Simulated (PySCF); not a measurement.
The numbers are results of ωB97X-D3(BJ)/def2-TZVP // PBE0-D3(BJ)/def2-TZVP run with PySCF, not measurements. Gas-phase values, no solvent. One relaxed conformer stands for a flexible species; it need not be the lowest. Delta-SCF ions had no search for a lower state. Excitations are Tamm–Dancoff values on a coarser integration grid. The basis has no diffuse functions, so Rydberg states are missing or too high.

Reference species (SMILES): `C=[SiH2]` (neutral, multiplicity 1).

```json
{
  "vertical ionisation energy (Delta-SCF)": "8.79 eV",
  "HOMO–LUMO gap": "9.66 eV",
  "T1 excitation (TDA)": "2.84 eV",
  "S1 excitation (TDA)": "5.60 eV"
}
```

Changed species: `C=[SiH]B(O)O` (X = borono; the reference has X = H).

### Question
Predict the effect on the vertical ionisation energy (Delta-SCF), HOMO–LUMO gap, T1 excitation (TDA) and S1 excitation (TDA).

### Answer
the vertical ionisation energy (Delta-SCF) drops by 0.58 eV, to 8.21 eV; the HOMO–LUMO gap decreases by 0.63 eV, to 9.03 eV; the T1 excitation (TDA) drops by 0.38 eV, to 2.46 eV; the S1 excitation (TDA) falls by 0.50 eV, to 5.10 eV.
